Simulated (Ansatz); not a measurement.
C₂H₆BeIN, SMILES C[N](C)[Be][I].

Geometry optimised at PBE0-D3(BJ)/def2-SVP. The structure was generated by enumeration; whether it is a known compound was not checked. The def2 effective core potentials stand for the cores of I; spin–orbit coupling is left out. Other conformers were not sampled.

Two levels are set side by side: PBE/def2-SVPD (Ansatz, an electronic-structure program) and CAM-B3LYP/def2-SVPD (Ansatz). Energy differences of separate SCF runs at the same geometry; the states with an electron removed or added have multiplicity 2 and 2. Differences are taken from unrounded values.

```
quantity                           CAM-B3LYP   PBE  PBE minus CAM-B3LYP
---------------------------------  ---------  ----  -------------------
vertical ionisation energy (eV)         8.55  8.14                -0.41
vertical singlet–triplet gap (eV)       4.91  4.35                -0.56
```
